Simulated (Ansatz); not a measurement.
K(Cl) cation (ClK), SMILES [Cl][K] (connectivity only; charge and spin as stated), charge +1, multiplicity 2.

Geometry: B3LYP-D3(BJ)/def2-TZVPD. The spin state was assumed, not searched.

Two levels are set side by side: PBE/def2-TZVPD (Ansatz, a program for electronic structure) and CAM-B3LYP/def2-TZVPD (Ansatz). Energy differences of separate SCF runs at the same geometry; the states with an electron removed or added have multiplicity 3 and 1. Differences are taken from unrounded values.

```json
[
 {"quantity": "vertical ionisation energy (eV)", "CAM-B3LYP": "17.35"},
 {"quantity": "vertical electron affinity (eV)", "CAM-B3LYP": "7.98"}
]
```

What does PBE give, and how far is it from CAM-B3LYP? (The exact figures need the calculation; the answer reports its results.)


```
quantity                           PBE  PBE minus CAM-B3LYP
-------------------------------  -----  -------------------
vertical ionisation energy (eV)  17.26                -0.09
vertical electron affinity (eV)   8.02                 0.04
```

Here PBE gives about what the other level gives.
